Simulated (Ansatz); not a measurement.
A geometry relaxed with B3LYP-D3(BJ)/def2-TZVP (Ansatz, a program for electronic structure), charge 0, multiplicity 1:

```xyz
10

H     -1.8610    -0.5269     0.6541
C     -1.2279     0.0387    -0.0349
O      1.6109     1.0290     0.5047
H      0.0261    -1.6582    -0.7036
H     -1.7934     0.1603    -0.9628
H      0.8056     1.5290     0.6835
C      0.0733    -0.6633    -0.2788
H     -1.1062     1.0367     0.3943
C      1.2893    -0.1861    -0.0252
H      2.1834    -0.7590    -0.2312
```

### Question
Write the SMILES of this molecule.

### Answer
`C/C=C\O`
